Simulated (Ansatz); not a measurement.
Abridged output of a molecular run in Ansatz:

```
Functional definition: HF
1410 factors; integrals over basis functions are off by at most 1.5e-3 eV
mean field evaluation 1: about -18415.3130 eV, gradient 4.5e1 eV
mean field evaluation 2: about -18415.3177 eV, gradient 4.5e1 eV
mean field evaluation 4: about -18419.4086 eV, gradient 3.5e0 eV
mean field evaluation 8: about -18419.4438 eV, gradient 1.9e-1 eV
mean field evaluation 16: about -18419.4370 eV, gradient 5.3e-1 eV
mean field -18419.44385474 eV, -676.9020765141 hartree, gradient 1.8e-6 eV, S^2 0.000000; 0 other end points of the search recorded, 0 dependent functions left out
11 core orbitals not correlated: weight in the atoms' cores, before any rotation towards them, 1.000 or more for the frozen orbitals, at most 0.000 for the correlated occupied ones
reference -18419.44385474 eV, -676.9020765141 hartree; 22, 22 occupied and 109, 109 virtual orbitals, 1410 factors
second order -29.35182152 eV of doubles, -0.00000000 eV of singles
cycle   1  -30.08656128 eV  change   -7.3e-1 eV  update   1.1e-1
cycle   2  -30.71547706 eV  change   -6.3e-1 eV  update   3.0e-2
cycle   3  -30.86982307 eV  change   -1.5e-1 eV  update   1.4e-2
cycle   4  -30.86654209 eV  change    3.3e-3 eV  update   2.9e-3
cycle   5  -30.86546218 eV  change    1.1e-3 eV  update   1.0e-3
cycle   6  -30.86575921 eV  change   -3.0e-4 eV  update   3.0e-4
cycle   7  -30.86562493 eV  change    1.3e-4 eV  update   9.6e-5
cycle   8  -30.86557093 eV  change    5.4e-5 eV  update   3.1e-5
perturbative correction -0.68525281 eV, -0.0251825762 hartree
Total energy: -18450.99467847 eV, -678.0615479005 hartree
```

Its atoms:

```xyz
15

C     1.477    0.917   -2.113
N     0.708    0.903   -0.885
Si    0.249   -0.455    0.000
F     1.306   -1.009    1.058
F     0.149   -1.643   -1.058
N    -1.142   -0.113    0.884
C    -1.567   -0.753    2.114
H     1.070    1.644   -2.823
H     1.426   -0.064   -2.586
H     2.534    1.154   -1.947
H     0.667    1.793   -0.416
H    -1.871    0.399    0.415
H    -1.961   -0.019    2.823
H    -0.711   -1.237    2.586
H    -2.334   -1.517    1.949
```

(1) Which basis set was used?
A. def2-SVPD
B. def2-QZVPP
C. def2-SVP
D. cc-pV(Q+d)Z

(2) Write the keys of the input that set method, charge and spin (a neutral closed shell needs none for the last two).

Answers

(1) C. It gives 142 functions.

(2) 
```yaml
correlation: {method: ccsd_t}
```
